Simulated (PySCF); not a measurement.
Run record: geometry optimisation, `CN[SiH2][AsH2]`.

Computed with PBE0-D3(BJ)/def2-SVP geometry optimisation, gas phase (PySCF 2.14.0). Start geometry: GFN2-xTB. The input is one job of a driver script: a line of settings, then coordinates in Å.

Command:
```bash
OMP_NUM_THREADS=1 python probes_run.py task.json out
```

Input:
```
{"job": {"xc": "PBE0", "basis": "def2-SVP", "d3": "d3bj", "grid": 1, "shake": 0.01, "kind": "geom"}, "charge": 0, "multiplicity": 1}
C     -1.220990     1.089310     0.526480
N     -1.159690    -0.277940     0.144480
Si     0.259920    -0.993300    -0.497530
As     2.051790    -0.251360     0.859740
H     -2.041810     1.253370     1.243450
H     -1.435780     1.782430    -0.333180
H     -0.285470     1.412650     0.982440
H     -2.015290    -0.605410    -0.225290
H      0.015070    -2.426280    -0.342650
H      0.483610    -0.732100    -1.923230
H      2.994560    -1.143130     0.170820
H      2.393770     0.863480    -0.070430
```

Output:
```
step   0  E = -2622.10600479  max force = 0.022807
step   1  E = -2622.11119650  max force = 0.006793
step   2  E = -2622.11180395  max force = 0.001376
step   3  E = -2622.11181345  max force = 0.002184
step   4  E = -2622.11195342  max force = 0.001064
step   5  E = -2622.11202675  max force = 0.000925
step   6  E = -2622.11213987  max force = 0.001184
step   7  E = -2622.11223713  max force = 0.001000
step   8  E = -2622.11229623  max force = 0.000452
step   9  E = -2622.11233493  max force = 0.000218
... (7 lines left out)
step  17  E = -2622.11269687  max force = 0.001398
step  18  E = -2622.11277978  max force = 0.001375
step  19  E = -2622.11287978  max force = 0.002368
step  20  E = -2622.11303679  max force = 0.001470
step  21  E = -2622.11319835  max force = 0.001041
step  22  E = -2622.11328813  max force = 0.000577
step  23  E = -2622.11330237  max force = 0.000476
step  24  E = -2622.11334479  max force = 0.000914
step  25  E = -2622.11337048  max force = 0.000857
step  26  E = -2622.11337815  max force = 0.000377
optimisation converged
```

Energies in Eh; «max force» is the largest Cartesian gradient component in Eh/bohr.

Problem. How much energy does the optimisation release, in eV?

Solution. E(step 0) − E(last step) = 0.007373 Eh, which is 0.201 eV.

Problem. At which steps does the energy rise by more than 1e-5 Eh?

Solution. At step 14 (+0.21 mEh).

In short: final energy -2622.11338 Eh after 26 steps; dipole 1.38 D.

Problem. Give the final coordinates.

Solution. 0.775 Å rms from the input after alignment:
```
atom  x, y, z in Å
C1    -1.2535    1.1736    0.1851
N2    -1.2131   -0.2477   -0.0581
Si3    0.2108   -1.0914   -0.5583
As4    1.9214   -1.1384    1.1083
H5    -0.9515    1.4686    1.2096
H6    -2.2617    1.5822    0.0054
H7    -0.5752    1.6910   -0.5129
H8    -1.9162   -0.7760    0.4467
H9    -0.1819   -2.5079   -0.8261
H10    0.7366   -0.4424   -1.7995
H11    2.9693   -1.6123    0.1030
H12    2.2664    0.3284    0.8603
```

Problem. How long does this job take on Arm Neoverse V1, one thread, shared host with 32 logical CPUs at a one-minute load of 25? And the peak memory of the process?

Solution. About 2.7 min, with 0.51 GiB resident at the peak, the Python interpreter and its libraries included.
Labels such as C1 count atoms from 1, the log's own numbers from 0.
